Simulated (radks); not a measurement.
Polarisability of the indium ion In3+, [Kr] 4d10, at imaginary frequency. All-electron calculation, non-relativistic Kohn-Sham, exchange-only LDA, spin-polarised, spherical densities, point nucleus; relativity is left out, which matters for an element this heavy. Program: a radial shooting solver on a logarithmic mesh with Libxc functionals. Response by self-consistent Sternheimer equations with the Hartree and adiabatic exchange-only LDA kernel.

w (hartree)  alpha1(iw) (bohr^3)  alpha2(iw) (bohr^5)
0.00266                    3.449                9.441
0.0143                     3.449                9.439
0.0360                     3.447                9.425
0.0697                     3.440                9.381
0.118                      3.424                9.272
0.186                      3.387                9.040
0.280                      3.312                8.610
0.413                      3.173                7.911
0.605                      2.932                6.937
0.892                      2.555                5.766
1.35                       2.030                4.486
2.12                       1.394                3.140
3.59                      0.7563                1.809
6.94                      0.2880               0.7222
17.5                     0.06668               0.1448

Static values: alpha1 = 3.449 bohr^3 (0.5111 angstrom^3; uncoupled 5.153), alpha2 = 9.442 bohr^5, alpha3 = 36.57 bohr^7. C6 = 15.14, C8 = 182.1, triple-dipole C9 = 36.81 atomic units. One-pole (London) frequency 4 C6 / (3 alpha1^2) = 1.697 hartree, against 1.726 for minus the highest occupied eigenvalue. The dipole shielding factor is 0.939, as the force sum rule N/Z = 0.939 demands.
